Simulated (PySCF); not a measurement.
C8H10S.
Numbering: `[CH2:1]=[C:2]1[CH:3]=[C:4]([CH3:5])/[C:6]1=[CH:7]/[S:8][CH3:9]`

Structure used (PBE0-D3(BJ)/def2-SVP), in Å, numbered top down from 1:
```xyz
19
C8H10S angstrom
C     -0.5305    2.8955   -0.6002
C     -1.0456    1.6679   -0.5002
C     -2.3920    1.0521   -0.5127
C     -1.8916   -0.2084   -0.3474
C     -2.4603   -1.5684   -0.2327
C     -0.4957    0.2853   -0.3194
C      0.7082   -0.2898   -0.1877
S      2.2275    0.5775   -0.2075
C      3.3784   -0.7804    0.0821
H     -1.1752    3.7681   -0.7306
H      0.5484    3.0582   -0.5534
H     -3.4012    1.4545   -0.6153
H     -3.5560   -1.5577   -0.3123
H     -2.1853   -2.0256    0.7325
H     -2.0591   -2.2265   -1.0213
H      0.7773   -1.3760   -0.0641
H      3.3244   -1.5297   -0.7210
H      3.1989   -1.2582    1.0561
H      4.3849   -0.3407    0.0859
```

NICS is the negative of the GIAO shielding at a point without a nucleus: at the ring centre (0) and 1 Å above and below it (1); zz is the component along the ring normal. Level: GIAO HF/pcSseg-1 (PySCF, non-relativistic, gas phase) on the PBE0-D3(BJ)/def2-SVP geometry, one conformer.

Ring bond lengths (Å): C2–C3 1.481, C3–C4 1.366, C4–C6 1.481, C6–C2 1.499.

Task: What do the NICS probes read (ppm)?

Result: 
```
       ring                                                    type  NICS(0)  NICS(1), two faces  NICS(1)zz, two faces  rms pucker (Å)  centre to ring atoms, mean (Å)
C2–C3–C4–C6  4-membered carbocycle; formal bonds 1 double, 3 single      3.7         -2.9 / -2.9             4.5 / 4.6            0.00                            1.03
```

Task: What do they say, and how far can they be read as aromaticity?

Result: 
- C2–C3–C4–C6: mean NICS(1)zz 4.6 ppm, deshielded. NICS(0) lies 7 ppm above the mean NICS(1).

Task: How equal are the bonds by HOMA? HOMA takes Krygowski's 1993 parameters.

Result: 
- C2–C3–C4–C6: HOMA -0.93 = 1 − EN − GEO, with mean bond length 1.457 Å, EN = α(Ropt − mean)² = 1.214 and GEO = α × variance = 0.717.

Task: What field does 14.1 T along the ring normal induce along that normal at the second NICS(1) probe listed for ring C2–C3–C4–C6, 1 Å off the ring?

Result: NICSzz × B0 = 4.6 ppm × 14.1 T = 65 μT, along the applied field.

Task: Give the inner angles of the rings.

Result: 
- C2–C3–C4–C6: C2 87.2°, C3 92.8°, C4 92.3°, C6 87.7°; sum 360.0° against 360° for a flat convex ring.

Task: What are the shieldings of the ring atoms and their hydrogens in the same run (means over atoms taken as equivalent)?

Result: 
```json
{"atoms": "C2", "environment": "fully substituted alkene carbon", "σ isotropic (ppm)": "38.4", "principal values of the symmetric part, first atom (ppm)": "-80.9, 54.3, 141.7"}
{"atoms": "C3", "environment": "alkene CH carbon", "σ isotropic (ppm)": "42.2", "principal values of the symmetric part, first atom (ppm)": "-73.3, 56.7, 143.1"}
{"atoms": "C4", "environment": "fully substituted alkene carbon", "σ isotropic (ppm)": "23.7", "principal values of the symmetric part, first atom (ppm)": "-106.0, 27.8, 149.4"}
{"atoms": "C6", "environment": "fully substituted alkene carbon", "σ isotropic (ppm)": "45.2", "principal values of the symmetric part, first atom (ppm)": "-61.5, 57.0, 140.0"}
{"atoms": "H12", "environment": "vinylic hydrogen", "σ isotropic (ppm)": "24.76", "principal values of the symmetric part, first atom (ppm)": "23.0, 23.8, 27.5"}
```

Task: How do the values depend on the level or the medium?

Result: 
```json
{"level": "HF/pcSseg-1, gas", "NICS(0), C2–C3–C4–C6": "3.7", "mean NICS(1)zz, C2–C3–C4–C6": "4.6"}
{"level": "PBE0/pcSseg-1, gas", "NICS(0), C2–C3–C4–C6": "5.0", "mean NICS(1)zz, C2–C3–C4–C6": "6.4"}
```

The geometry is the same throughout.
